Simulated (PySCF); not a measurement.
## Polarisability and C₆ of Nb+ (niobium, charge +1)

[Kr] 4d3 5s1, high-spin 5F determinant (an excited configuration). Calculation: PySCF 2.14, in ANO-RCC-VTZP (7s6p4d2f1g, 68 functions); scalar relativity by spin-free X2C-1e. Coupled (time-dependent) response in atomic units; α is the mean over directions. The basis has no added diffuse functions, which lowers α and C₆.

```tsv
method	mean α (bohr³)	C₆ (like pair)	S(−4)
B3LYP	46.98	374.2	1382
M06-2X	52.08	428.0	1678
```

S(−4) is the Cauchy moment in α(ω) = α(0) + S(−4) ω² + …

Spin-orbit coupling is absent.

α(iu) at B3LYP:

```json
{"u (hartree)": "0", "α(iu) (bohr³)": "46.98"}
{"u (hartree)": "0.0500", "α(iu) (bohr³)": "43.81"}
{"u (hartree)": "0.100", "α(iu) (bohr³)": "36.82"}
{"u (hartree)": "0.200", "α(iu) (bohr³)": "24.01"}
{"u (hartree)": "0.300", "α(iu) (bohr³)": "16.68"}
{"u (hartree)": "0.500", "α(iu) (bohr³)": "10.12"}
{"u (hartree)": "0.750", "α(iu) (bohr³)": "6.709"}
{"u (hartree)": "1.00", "α(iu) (bohr³)": "4.899"}
{"u (hartree)": "1.50", "α(iu) (bohr³)": "2.969"}
{"u (hartree)": "2.00", "α(iu) (bohr³)": "1.983"}
{"u (hartree)": "3.00", "α(iu) (bohr³)": "1.052"}
{"u (hartree)": "5.00", "α(iu) (bohr³)": "0.4384"}
```

For an ion, C₆ is the dispersion term alone; charge-induced terms of lower order in 1/R come first.
